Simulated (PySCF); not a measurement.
**Bonding in `C=C1C=C/C1=C/OC(C)=O`**

Compound: C8H8O2.
Atom-mapped SMILES: `[CH2:1]=[C:2]1[CH:3]=[CH:4]/[C:5]1=[CH:6]/[O:7][C:8]([CH3:9])=[O:10]` (hydrogens: H11, H12 on C1; H13 on C3; H14 on C4; H15 on C6; H16, H17, H18 on C9)

Cartesian coordinates in Å at the GFN2-xTB level; atoms count from 1:
```
atom  x, y, z in Å
C1     1.2514    1.9182    1.0763
C2     1.8044    0.8414    0.5487
C3     3.1656    0.3035    0.3687
C4     2.7120   -0.8060   -0.2566
C5     1.3095   -0.3882   -0.1434
C6     0.1507   -0.9162   -0.5122
O7    -1.0511   -0.2906   -0.2708
C8    -2.1801   -0.9038   -0.6783
C9    -3.3820   -0.0708   -0.3269
O10   -2.2023   -1.9650   -1.2404
H11    0.1842    2.0575    1.0661
H12    1.8477    2.6905    1.5330
H13    4.1365    0.6716    0.6397
H14    3.1701   -1.6770   -0.6842
H15    0.0776   -1.8687   -1.0239
H16   -3.2989    0.9053   -0.7989
H17   -4.2837   -0.5716   -0.6652
H18   -3.4202    0.0763    0.7499
```

Bond orders from the PBE0/pcSseg-1 density (PySCF). Isolated species at its GFN2-xTB geometry (one conformer only).

Question: How far do the computed orders between heavy atoms stray from the drawn ones?

Answer: The largest departure is 0.373, at C3–C4 (drawn double, 1.627). Drawn double or triple, more than 0.30 short of the drawn order: C3–C4 (1.627).

Question: Give the Mayer order of every bond between heavy atoms, beside its length.

Answer: 
```
  bond  drawn as  length (Å)  Mayer order
 C1–C2    double       1.321        1.996
 C2–C3    single       1.475        1.020
 C3–C4    double       1.352        1.627
 C4–C5    single       1.468        1.033
 C5–C6    double       1.326        1.747
 C6–O7    single       1.376        0.906
 O7–C8    single       1.348        1.034
 C8–C9    single       1.504        1.021
C8–O10    double       1.201        1.969
 C5–C2    single       1.495        0.952
```

By pair of heavy elements: C–C: lowest C5–C2 (0.952, 1.495 Å), highest C1–C2 (1.996, 1.321 Å); in 1 of the 21 pairs the longer bond (by over 0.003 Å) has the higher order (by 0.02 or more). C–O: lowest C6–O7 (0.906, 1.376 Å), highest C8–O10 (1.969, 1.201 Å).

Question: And the bonds to hydrogen?

Answer: C–H: 0.91 to 1.04 (8 bonds).

Question: Sum the orders of all bonds at each heavy atom with more than one neighbour and set the sums beside the valence in the SMILES.

Answer: C1 3.824 (drawn 4), C2 3.968 (drawn 4), C3 3.670 (drawn 4), C4 3.700 (drawn 4), C5 3.732 (drawn 4), C6 3.588 (drawn 4), O7 1.940 (drawn 2), C8 4.024 (drawn 4), C9 3.863 (drawn 4). Orders between atoms that aren't bonded are not in these sums.

For a closed shell the Mayer order of atoms A and B is Σ (PS)μν (PS)νμ over the basis functions μ on A and ν on B, with P the density and S the overlap matrix.
